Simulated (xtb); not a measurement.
xtb input:

```bash
xtb mol.xyz --gfn 2 --ohess tight --chrg 0 --uhf 0
```
mol.xyz:
```
16

C     -2.41062860     0.77222393     0.07277720
C     -1.28148917     0.64676419     0.87568481
C     -0.84504940     1.77625074     1.78855478
C     -0.43480883    -0.57927837     0.92958863
Se     0.66318206    -0.84369864    -0.66143057
C      1.58435826     0.89036789    -0.72963823
H     -2.70831104    -0.02988327    -0.57333282
H     -2.94438716     1.66130287     0.13213789
H      0.20653004     2.01033542     1.56761669
H     -0.81864607     1.44039863     2.84141504
H     -1.40457825     2.61192175     1.62558081
H     -1.13346194    -1.50412917     0.90840735
H      0.17567513    -0.63464228     1.74661607
H      0.81702951     1.64939090    -0.89531905
H      2.12341670     1.04525037     0.16442687
H      2.21874715     0.87351308    -1.56531258
```

Q: Which total energy does the run end on?

A: -18.94028 Eh (GFN2-xTB).
